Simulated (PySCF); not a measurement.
# Mayer bond orders and bond lengths

Species: C₇H₁₃OP.
Atom-mapped SMILES: `[CH2:1]=[CH:2][CH2:3][P:4]1[CH2:5][CH2:6][O:7][CH2:8][CH2:9]1` (hydrogens: H10, H11 on C1; H12 on C2; H13, H14 on C3; H15, H16 on C5; H17, H18 on C6; H19, H20 on C8; H21, H22 on C9)

Geometry (GFN2-xTB, Å), atoms numbered from 1 in this order:
```
atom  x, y, z in Å
C1     3.376    0.441    0.457
C2     2.664    0.310   -0.648
C3     1.497   -0.603   -0.790
P4    -0.074    0.395   -0.999
C5    -0.254    1.007    0.751
C6    -1.724    1.330    1.017
O7    -2.558    0.197    0.967
C8    -2.635   -0.381   -0.313
C9    -1.309   -0.984   -0.778
H10    3.163   -0.137    1.341
H11    4.207    1.123    0.523
H12    2.898    0.904   -1.523
H13    1.598   -1.209   -1.696
H14    1.406   -1.262    0.077
H15    0.349    1.908    0.882
H16    0.092    0.245    1.456
H17   -1.849    1.733    2.026
H18   -2.072    2.084    0.292
H19   -2.975    0.371   -1.045
H20   -3.400   -1.159   -0.231
H21   -0.953   -1.704   -0.036
H22   -1.456   -1.496   -1.731
```

Bond orders from the PBE0/pcSseg-1 density (PySCF). The structure is a single GFN2-xTB conformer in the gas phase; no vibrational or solvent corrections.

**Question.** Where do the orders between heavy atoms depart from those drawn in the SMILES?

**Answer.** The largest departure is 0.064, at C3–P4 (drawn single, 0.936) and C9–P4 (drawn single, 0.939).

**Question.** Set the Mayer orders of the bonds beside their lengths.

**Answer.** 
```json
{"bond": "C1–C2", "drawn as": "double", "length (Å)": "1.321", "Mayer order": "1.974"}
{"bond": "C2–C3", "drawn as": "single", "length (Å)": "1.488", "Mayer order": "1.035"}
{"bond": "C3–P4", "drawn as": "single", "length (Å)": "1.873", "Mayer order": "0.936"}
{"bond": "P4–C5", "drawn as": "single", "length (Å)": "1.863", "Mayer order": "0.941"}
{"bond": "C5–C6", "drawn as": "single", "length (Å)": "1.529", "Mayer order": "1.028"}
{"bond": "C6–O7", "drawn as": "single", "length (Å)": "1.408", "Mayer order": "0.941"}
{"bond": "O7–C8", "drawn as": "single", "length (Å)": "1.407", "Mayer order": "0.945"}
{"bond": "C8–C9", "drawn as": "single", "length (Å)": "1.529", "Mayer order": "1.023"}
{"bond": "C9–P4", "drawn as": "single", "length (Å)": "1.864", "Mayer order": "0.939"}
{"bond": "C1–H10", "drawn as": "single", "length (Å)": "1.078", "Mayer order": "0.954"}
{"bond": "C1–H11", "drawn as": "single", "length (Å)": "1.076", "Mayer order": "0.955"}
{"bond": "C2–H12", "drawn as": "single", "length (Å)": "1.082", "Mayer order": "0.954"}
{"bond": "C3–H13", "drawn as": "single", "length (Å)": "1.094", "Mayer order": "0.935"}
{"bond": "C3–H14", "drawn as": "single", "length (Å)": "1.093", "Mayer order": "0.934"}
{"bond": "C5–H15", "drawn as": "single", "length (Å)": "1.092", "Mayer order": "0.938"}
{"bond": "C5–H16", "drawn as": "single", "length (Å)": "1.094", "Mayer order": "0.922"}
{"bond": "C6–H17", "drawn as": "single", "length (Å)": "1.094", "Mayer order": "0.956"}
{"bond": "C6–H18", "drawn as": "single", "length (Å)": "1.102", "Mayer order": "0.933"}
{"bond": "C8–H19", "drawn as": "single", "length (Å)": "1.102", "Mayer order": "0.933"}
{"bond": "C8–H20", "drawn as": "single", "length (Å)": "1.094", "Mayer order": "0.956"}
{"bond": "C9–H21", "drawn as": "single", "length (Å)": "1.093", "Mayer order": "0.924"}
{"bond": "C9–H22", "drawn as": "single", "length (Å)": "1.092", "Mayer order": "0.942"}
```

Bonds between the same two heavy elements. C–C: lowest C8–C9 (1.023, 1.529 Å), highest C1–C2 (1.974, 1.321 Å). C–P: all 3 within 0.02 of one another (0.936 to 0.941). C–O: all 2 within 0.02 of one another (0.941 to 0.945).

**Question.** Sum the orders of all bonds at each heavy atom with more than one neighbour and set the sums beside the valence in the SMILES.

**Answer.** C1 3.883 (drawn 4), C2 3.963 (drawn 4), C3 3.840 (drawn 4), P4 2.816 (drawn 3), C5 3.829 (drawn 4), C6 3.858 (drawn 4), O7 1.886 (drawn 2), C8 3.857 (drawn 4), C9 3.828 (drawn 4). Orders between atoms that aren't bonded are not in these sums.

For a closed shell the Mayer order of atoms A and B is Σ (PS)μν (PS)νμ over the basis functions μ on A and ν on B, with P the density and S the overlap matrix.
